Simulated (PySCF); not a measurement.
Compound: C₄H₆GeO₂.
Numbering: `[GeH3:1][O:2][c:3]1[cH:4][cH:5][o:6][cH:7]1` (hydrogens: H8, H9, H10 on Ge1; H11 on C4; H12 on C5; H13 on C7)

Level of theory: PBE0-D3(BJ)/def2-SVP geometry optimisation, gas phase (PySCF).

Task: List the bond lengths, angles and torsions at this level.

Result: 
```tsv
bond	length (Å)
Ge1–O2	1.800
O2–C3	1.342
C3–C4	1.434
C4–C5	1.362
C5–O6	1.343
O6–C7	1.356
C3–C7	1.372
Ge1–H8, Ge1–H9	1.539
Ge1–H10	1.529
C4–H11	1.087
C5–H12	1.087
C7–H13	1.087
```

Bonds in one row agree within 0.01 Å and their mean is given. A selection of angles:
```tsv
angle	degrees
O2–Ge1–H8	108.2
O2–Ge1–H10	103.4
H8–Ge1–H9	110.9
H8–Ge1–H10	112.8
Ge1–O2–C3	122.4
O2–C3–C4	123.6
O2–C3–C7	130.3
C4–C3–C7	106.1
C3–C4–C5	105.5
C3–C4–H11	126.5
C5–C4–H11	128.0
C4–C5–O6	111.0
C4–C5–H12	132.8
O6–C5–H12	116.3
C5–O6–C7	107.7
O6–C7–H13	116.6
C3–C7–O6	109.6
C3–C7–H13	133.8
```

Torsions: Ge1–O2–C3–C4 180° (antiperiplanar).

The 5-membered ring C3–C4–C5–O6–C7 has internal angles of 105.5° to 111.0°; it is planar, 0.00 Å rms from its mean plane, widest ring torsion 0°. Ge1 (germanium bonded to O and 3 H) is distorted tetrahedral (angles from 103.4° to 112.8°). The C–C distances run from 1.362 Å (C4–C5, aromatic) to 1.434 Å (C3–C4, aromatic), a spread of 0.072 Å. The 7 heavy atoms lie in one plane (0.002 Å rms). O2 (oxygen bonded to C and Ge) is bent (angle 122.4°).

Point group: Cs (tolerance 0.08 Å). Not checked by PBE0-D3(BJ)/def2-SVP frequencies. One conformer, not necessarily the lowest.
